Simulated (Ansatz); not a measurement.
Reaction (substitution at a C–C bond): `CC(C)CS` + `O[SiH2]O` → `O[SiH2]OCS` + `CCC`

Calculated with Ansatz (gas phase, PBE0-D4/def2-TZVP geometries, no zero-point term in ΔE). CCSD(T)/CBS is the MP2 limit (def2-TZVPP, def2-QZVPP) plus CCSD(T) − MP2 in def2-TZVPP, frozen cores. DFT in def2-TZVPP. B3LYP here is the variant with VWN-RPA as its local correlation; programs differ in this. One conformer a species, not always the lowest.

```
         level  ΔE (eV)
     r2SCAN-D4     0.42
       PBE0-D4     0.44
      B3LYP-D4     0.37
       ωB97X-V     0.44
          PBE0     0.43
         B3LYP     0.36
MP2/def2-TZVPP     0.59
  HF/CBS(def2)     0.39
```

Task: What does CCSD(T)/CBS give? (Estimate.)

Result: The calculation gave: +0.53 eV. The listed levels differ from it by -0.11, -0.09, -0.16, -0.09, -0.10, -0.17, 0.06, -0.14 eV.

Largest T1 diagnostic among the species: 0.012.

From PBE to PBE0 (25 % exact exchange), in def2-TZVPP and without D4, ΔE moves by +0.05 eV. In def2-TZVPP, CCSD(T) changes the Hartree–Fock value by +0.13 eV (the triples alone add +0.00 eV) and MP2 by +0.20 eV.
